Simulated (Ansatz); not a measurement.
TiSi₂. The state is a triplet with charge 0. Geometry PBE0-D4/def2-TZVP; atoms count from 1.

```xyz
3

Ti    0.826    0.661   -0.944
Si    0.460   -0.500    1.117
Si   -1.286   -0.161   -0.174
```

The structure comes from a short search, and lower isomers may exist.

Question: Estimate the Mulliken populations from the PBE0/def2-TZVP orbitals of Ansatz.

Answer: 
```csv
atom,charge (e),spin (α − β),d electrons
Ti1,0.43,2.14,2.72
Si2,-0.21,-0.07,–
Si3,-0.21,-0.07,–
```
Mulliken values and Mayer orders depend strongly on the basis.

Question: Where does the spin sit?

Answer: Summed by element: Ti 2.14, Si -0.14, of 2 unpaired in all. Largest on single atoms: Ti1 2.14, Si2 -0.07, Si3 -0.07.

Question: And the Mayer bond orders between bonded heavy atoms (over 0.3)?

Answer: Ti1–Si2 1.46 (2.39 Å); Ti1–Si3 1.46 (2.39 Å); Si2–Si3 1.65 (2.20 Å).
